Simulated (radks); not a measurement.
Question: The mean radii <r> (bohr) of the occupied orbitals of an atom or ion are listed with their occupations. Method: Dirac Kohn-Sham, PBEsol, spin-unpolarised, spherical densities, point nucleus; computed with a radial shooting solver on a logarithmic mesh with Libxc functionals.

| orbital | occ. | <r> |
|---|---|---|
| 1s1/2 | 2 | 0.01744 |
| 2s1/2 | 2 | 0.07295 |
| 2p1/2 | 2 | 0.06017 |
| 2p3/2 | 4 | 0.06848 |
| 3s1/2 | 2 | 0.1899 |
| 3p1/2 | 2 | 0.1800 |
| 3p3/2 | 4 | 0.1953 |
| 3d3/2 | 4 | 0.1704 |
| 3d5/2 | 6 | 0.1750 |
| 4s1/2 | 2 | 0.4225 |
| 4p1/2 | 2 | 0.4257 |
| 4p3/2 | 4 | 0.4589 |
| 4d3/2 | 4 | 0.4687 |
| 4d5/2 | 6 | 0.4795 |
| 5s1/2 | 2 | 0.9013 |
| 4f5/2 | 6 | 0.5083 |
| 4f7/2 | 8 | 0.5143 |
| 5p1/2 | 0.333333 | 0.9454 |
| 5p3/2 | 0.666667 | 1.004 |

Name the element and its charge. Open shells, if any, are shared by 2j + 1.

Answer: Z = 77, iridium, charge +14: Ir14+ in [Kr] 4d10 4f14 5s2 5p1. The 1s radius gives Z: for a bare nucleus <r> = (2 gamma + 1)/(2Z) with gamma = sqrt(1 - (Z/c)^2), 0.01724 bohr for Z = 77, and screening makes it slightly larger (0.01744 here). The occupations add up to 63, and the charge is Z minus that.
